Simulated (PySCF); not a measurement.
Compound: SiH(NMe2)3, C6H19N3Si.
Geometry (PBE0-D3(BJ)/def2-SVP, Å), atoms numbered from 1 in this order:
```xyz
29
C6H19N3Si angstrom
Si    -0.0857    0.0900    0.7120
H     -0.2559    0.2850    2.1877
N      1.6023    0.0986    0.3170
C      2.1731    0.8393   -0.7729
C      2.5300   -0.7121    1.0585
H      2.9836    1.5137   -0.4314
H      1.4022    1.4603   -1.2521
H      2.6070    0.1800   -1.5525
H      2.0312   -1.1791    1.9226
H      2.9636   -1.5310    0.4487
H      3.3758   -0.1129    1.4488
N     -0.9121    1.3883   -0.0858
C     -1.5960    1.2317   -1.3402
C     -0.8091    2.7417    0.3876
H     -2.6201    1.6524   -1.2984
H     -1.6846    0.1640   -1.5908
H     -1.0743    1.7334   -2.1815
H     -0.3670    2.7652    1.3964
H     -0.1774    3.3807   -0.2635
H     -1.8035    3.2244    0.4509
N     -0.7766   -1.4408    0.2865
C     -2.0429   -1.8534    0.8281
C     -0.2166   -2.3276   -0.6962
H     -2.8497   -1.8661    0.0671
H     -2.3614   -1.1694    1.6306
H     -1.9882   -2.8709    1.2627
H      0.7588   -1.9468   -1.0337
H     -0.0602   -3.3452   -0.2864
H     -0.8657   -2.4356   -1.5893
```

Computed, not measured: PySCF 2.14.0, delta-SCF UKS SCAN, pcX-2 on the ionised atom, pcseg-1 elsewhere, spin-free X2C. These are vertical core ionisation energies against the vacuum level, from separate self-consistent calculations with and without the core hole.

Some binding energies are withheld.

| atom(s) | bonded to | level | binding energy (eV) |
| --- | --- | --- | --- |
| C4 (×6) | N and 3 H | C 1s | ? |
| N3/N12/N21 | 2 C and Si | N 1s | 403.76 |
| Si1 | 3 N and H | Si 1s | 1846.31 |
| Si1 | 3 N and H | Si 2p3/2 | ? |

Fill in C 1s for C4 (×6).

291.14 eV (carbon bonded to N and 3 H).

What is the Si 2p3/2 binding energy of Si1?

106.25 eV (silicon bonded to 3 N and H), with 2p1/2 at 106.87 eV.

What is the longest wavelength that can ionise N 1s of N3/N12/N21 vertically?

λ = hc/E = 12398.42 eV Å / 403.76 eV = 30.707 Å.

One atom of each set of topologically equivalent atoms was ionised and stands for the set; in this conformer not all members are related by symmetry, and their own values weren't computed. Spin–orbit and ligand-field terms were added within each 2p shell after the spin-free SCF. 2p1/2 minus 2p3/2 (ligand field included): Si 0.62 eV. Geometry: PBE0-D3(BJ)/def2-SVP, one conformer, isolated molecule.

Time: 2.0 min wall, 5.1 min CPU; peak memory 1.5 GiB. Hardware: AMD EPYC 7R43, 2 threads, on a shared host.
